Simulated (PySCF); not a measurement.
H3O3W, neutral, multiplicity 4. Atoms are numbered in the order given.

```xyz
7

W      0.0032    -0.0015     0.0000
O      0.0968    -0.9546     1.6678
H     -0.7266    -1.2052     2.1352
O      0.0968    -0.9546    -1.6678
H     -0.7266    -1.2052    -2.1352
O     -0.1285     1.9177     0.0000
H      0.6936     2.4509     0.0000
```
Charge 0, spin multiplicity 4.

Geometry optimised at PBE-D3(BJ)/def2-SVP. The multiplicity is an assumed one; other spin states were not compared. The def2 effective core potentials stand for the cores of W; spin–orbit coupling is left out. One conformer was computed; it need not be the lowest.

Method: PySCF with PBE-D3(BJ)/def2-SVP.

Frequencies are harmonic and unscaled.

```
mode  ν (cm⁻¹)  IR (km/mol)  moving atoms (share of kinetic energy)
----  --------  -----------  --------------------------------------
1          147          4.9                  O 67 %, W 21 %, H 12 %
2          163          0.1                   O 81 %, H 11 %, W 8 %
3          166          0.0                   O 82 %, H 10 %, W 8 %
4          375        147.5                          H 89 %, O 11 %
5          404         41.7                          H 90 %, O 10 %
6          431        180.9                          H 90 %, O 10 %
7          665        201.7                          O 85 %, W 12 %
8          665        232.5                          O 82 %, W 11 %
9          681          1.0                                  O 97 %
10         685         42.0                          H 87 %, O 10 %
11         696         14.3                                  H 92 %
12         703         92.6                           H 89 %, O 9 %
13        3621         66.9                                  H 94 %
14        3627         38.1                                  H 94 %
15        3630         33.5                                  H 94 %
```
